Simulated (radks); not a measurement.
Excited configurations of the carbon ion C3+: one electron is placed in a higher orbital outside [He]. The ground configuration is [He] 2s1. All-electron calculation, scalar-relativistic Kohn-Sham, BLYP, spin-unpolarised, spherical densities, finite nucleus; Fermi nuclear charge, rms radius 2.4702 fm; without spin polarisation the odd electron is poorly described. Program: a radial shooting solver on a logarithmic mesh with Libxc functionals. Excitation = E - E(ground); binding = E(ion) - E, where the ion is the core of charge +4; n* = 4/sqrt(2 binding) in atomic units, and the quantum defect is n - n*.

outer orbital,excitation (eV),binding (eV),n*,eigenvalue (eV)
3p,38.705,25.431,2.926,-22.157
4d,50.183,13.953,3.950,-12.096
6s,57.285,6.851,5.637,-6.115
6p,57.526,6.611,5.739,-5.890
6f,57.775,6.362,5.850,-5.596

The Delta-SCF ionisation energy is 64.136 eV (NIST Atomic Spectra Database: 64.494 eV, measured). Self-interaction in the functional shifts the binding energies and quantum defects, so they are the method's values and not measured ones. Spin polarisation and multiplet splitting are left out, so open shells lie too high by an amount that depends on their filling.
